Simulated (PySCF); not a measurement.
# A PySCF run on HgH⁺

State: ¹Σ⁺ (singlet), closed shell.

An equivalent input (the run itself took its basis sets from the Basis Set Exchange, started from a PBE0 density and held the occupation σ 4α 4β, πx 2α 2β, πy 2α 2β, δx 1α 1β, δy 1α 1β):

```python
from pyscf import gto, dft
mol = gto.M(atom='Hg 0 0 0; H 0 0 1.605', basis={'Hg': 'def2-TZVP', 'H': 'def2-TZVP'}, ecp={'Hg': 'def2-TZVP'},
            charge=1, spin=0, verbose=4, symmetry='C2v')
mf = dft.UKS(mol, xc='LDA,VWN')
mf.grids.atom_grid = (80, 434)
mf.grids.prune = dft.gen_grid.treutler_prune
mf.irrep_nelec = {'A1': (5, 5), 'A2': (1, 1), 'B1': (2, 2), 'B2': (2, 2)}
mf.conv_tol = 1e-9
mf.max_cycle = 60
mf.diis_space = 10
mf.kernel()
```

The log (some set-up lines and the per-cycle HOMO/LUMO lines removed):

```
******** <class 'pyscf.dft.uks_symm.SymAdaptedUKS'> ********
method = SymAdaptedUKS
damping factor = 0
level_shift factor = 0
DIIS = <class 'pyscf.scf.diis.CDIIS'>
diis_start_cycle = 1
diis_space = 10
diis_damp = 0
SCF conv_tol = 1e-09
SCF conv_tol_grad = None
SCF max_cycles = 60
number electrons alpha = 10  beta = 10
Set gradient conv threshold to 3.16228e-05
init E= -153.504829944609
cycle= 1 E= -153.505333297317  delta_E= -0.000503  |g|= 0.0947  |ddm|= 0.257
cycle= 2 E= -153.502243317541  delta_E= 0.00309  |g|= 0.13  |ddm|= 0.232
cycle= 3 E= -153.508685828391  delta_E= -0.00644  |g|= 0.0237  |ddm|= 0.147
cycle= 4 E= -153.508867289918  delta_E= -0.000181  |g|= 0.00429  |ddm|= 0.0297
cycle= 5 E= -153.508880489844  delta_E= -1.32e-05  |g|= 0.000288  |ddm|= 0.00908
cycle= 6 E= -153.508880544624  delta_E= -5.48e-08  |g|= 3.21e-05  |ddm|= 0.000613
cycle= 7 E= -153.508880545044  delta_E= -4.2e-10  |g|= 4.16e-06  |ddm|= 2.48e-05
Extra cycle  E= -153.508880545012  delta_E= 3.13e-11  |g|= 9.01e-06  |ddm|= 2.3e-05
converged SCF energy = -153.508880545012  <S^2> = -1.4210855e-14  2S+1 = 1
```

Repeating this along the bond gives Re = 1.600 Å and ωe = 2019 cm⁻¹.

A point of this curve took 0.32 CPU seconds beside 0.067 for the integrals, on Arm Neoverse V1 (shared host).

Spin–orbit coupling is left out.
